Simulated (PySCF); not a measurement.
Computed with PBE-D3(BJ)/def2-TZVP // PBE-D3(BJ)/def2-SVP (PySCF). Gas-phase values, no solvent. One relaxed conformer stands for a flexible species; it need not be the lowest. Excitations are Tamm–Dancoff values on a coarser integration grid. The basis has no diffuse functions, so Rydberg states are missing or too high.

Reference species (SMILES): `Sc1cccnc1` (H–S–C–C torsion 0°) (neutral, multiplicity 1).

The HOMO–LUMO gap is 3.71 eV, the LUMO is -1.97 eV and the S1 excitation (TDA) is 4.18 eV.

Changed species: `Sc1ccccn1` (H–S–C–N torsion 0°).

Predict the effect on the HOMO–LUMO gap, LUMO and S1 excitation (TDA).

the HOMO–LUMO gap is nearly the same; the LUMO rises by 0.05 eV, to -1.92 eV; the S1 excitation (TDA) falls by 0.06 eV, to 4.12 eV.
